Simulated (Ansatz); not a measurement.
`[SiH3][Al]([Cl])[Cl]` and `C=[CH][Al]([Cl])[Cl]` differ in one atom or group.

Ansatz, PBE0-D4/def2-TZVP geometries, multiplicity 1. Each molecule was computed in one conformer, which needn't be the lowest.

| property | `[SiH3][Al]([Cl])[Cl]` |
| --- | --- |
| LUMO energy (PBE0/def2-TZVPP) / eV | -1.86 |
| HOMO energy (B3LYP/def2-TZVPP) / eV | -8.10 |
| HOMO energy (ωB97M-V/def2-TZVPP) / eV | -10.29 |
| LUMO energy (PBE/def2-TZVPP) / eV | -2.59 |
| HOMO energy (PBE0/def2-TZVPP) / eV | -8.31 |
| HOMO–LUMO gap (PBE0/def2-TZVPP) / eV | 6.46 |

Question: What does the change do to each property? (An estimate is asked.)

Answer: Computed: 
```csv
property,`C=[CH][Al]([Cl])[Cl]`,shift
LUMO energy (PBE0/def2-TZVPP) / eV,-1.62,0.24
HOMO energy (B3LYP/def2-TZVPP) / eV,-8.27,-0.17
HOMO energy (ωB97M-V/def2-TZVPP) / eV,-10.77,-0.48
LUMO energy (PBE/def2-TZVPP) / eV,-2.49,0.10
HOMO energy (PBE0/def2-TZVPP) / eV,-8.53,-0.22
HOMO–LUMO gap (PBE0/def2-TZVPP) / eV,6.91,0.45
```

With PBE0 the HOMO falls by 0.22 eV and the LUMO rises by 0.24 eV, so the gap widens by about 0.46 eV. PBE moves the HOMO by -0.24 eV and ωB97M-V by -0.48 eV.

B3LYP here is the variant with VWN-RPA as its local correlation; programs differ in this.
